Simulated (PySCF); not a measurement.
Ga(Br)(OH)2 (BrGaH2O2), SMILES [OH][Ga]([OH])[Br].

Geometry optimised at B3LYP-D3(BJ)/def2-SVP. One conformer was computed; it need not be the lowest.

Computed with PBE/def2-TZVP run with PySCF.

Symmetry labels are those of the subgroup Cs that the program uses (full group Cs).

Computed valence orbital energies around the gap with their symmetry:
```json
[
 {"orbital": "HOMO−7", "symmetry": "A'", "energy (eV)": "-11.93"},
 {"orbital": "HOMO−6", "symmetry": "A'", "energy (eV)": "-9.99"},
 {"orbital": "HOMO−5", "symmetry": "A'", "energy (eV)": "-8.49"},
 {"orbital": "HOMO−4", "symmetry": "A'", "energy (eV)": "-8.29"},
 {"orbital": "HOMO−3", "symmetry": "A\"", "energy (eV)": "-8.25"},
 {"orbital": "HOMO−2", "symmetry": "A\"", "energy (eV)": "-7.49"},
 {"orbital": "HOMO−1", "symmetry": "A\"", "energy (eV)": "-7.43"},
 {"orbital": "HOMO", "symmetry": "A'", "energy (eV)": "-7.36"},
 {"orbital": "LUMO", "symmetry": "A'", "energy (eV)": "-2.34"},
 {"orbital": "LUMO+1", "symmetry": "A\"", "energy (eV)": "-1.23"},
 {"orbital": "LUMO+2", "symmetry": "A'", "energy (eV)": "0.22"},
 {"orbital": "LUMO+3", "symmetry": "A'", "energy (eV)": "0.48"}
]
```
